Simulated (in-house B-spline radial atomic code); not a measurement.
**RPA and G0W0 on BLYP: the iodine ion I⁶⁺**

Configuration [Kr] 4d10 5s1, highest spin, mean-field start BLYP. Computed with a B-spline radial code for spherical atoms: all electrons, scalar-relativistic (spin-free one-electron X2C), finite nucleus, each spin shell either full or empty, empty states to l = 9 with an (l + 1/2)⁻⁴ tail; G0W0 by contour deformation at full frequency.

Command:
```bash
python run_gw.py task.json out
```
Settings (radii: box in bohr, nucleus in fm):
```
Z                        53
electrons                47
configuration            [Kr] 4d10 5s1
hamiltonian              x2c
method                   b88,lyp
lmax                     9
rms_radius               4.75
spin_polarised           True
box_radius               9.29
intervals                66
ion_configuration        [Kr] 4d10
```

Cost of the run: 12 s on 1 thread of Arm Neoverse N1 (shared host).

Energies (hartree):

```tsv
term	value
mean-field total	-7107.66342
Hartree-Fock functional on these orbitals	-7104.69487
direct second order	-4.2764
second-order exchange	1.1823
SOSEX correction	1.1081
```

(1) What is the RPA correlation energy, and what remains with SOSEX?

Quasi-particle levels (eV):

```csv
level,occupied,mean field,Σx - vxc,Σc,QP weight,G0W0
5s up,yes,-82.51,-3.71,?,?,?
4d down,yes,-123.38,-12.40,0.52,0.953,-135.25
4d up,yes,-123.71,-12.46,0.56,0.946,-135.60
5s down,no,-81.35,9.52,-3.17,0.957,-75.00
```

G0W0 = mean field + (Σx - vxc) + Σc, with Σc (partial-wave tail included) taken at the quasi-particle energy. Only the outer levels were computed. Levels of low weight are left out.

(2) Where does G0W0 put 5s up?

(3) What does it cost to remove one electron (to [Kr] 4d10) by differences of total energies, each species on its own start (correlation terms add to the Hartree-Fock functional)?

## Answers

(1) RPA gives -3.7989 hartree (-2.2 eV per electron); RPA + SOSEX gives -2.6908, and the second-order doubles -3.0942 hartree (no singles). RPA lacks exchange-type terms and so overcorrelates at short range.

(2) At -88.58 eV, with Σc = -2.36 eV and a quasi-particle weight of 0.972. The tabulated removal energy is 87.61 ± 0.06 eV (NIST, semi-empirical); the calculation leaves out spin-orbit coupling, Breit and QED terms, and what these don't explain is the method's own error.

(3) BLYP 88.84 eV, Hartree-Fock functional 85.93 eV, + RPA 88.32 eV, + RPA + SOSEX 87.55 eV, + second order 88.61 eV. Tabulated: 87.61 ± 0.06 eV (NIST, semi-empirical); the calculation leaves out spin-orbit coupling, Breit and QED terms, and what these don't explain is the method's own error.
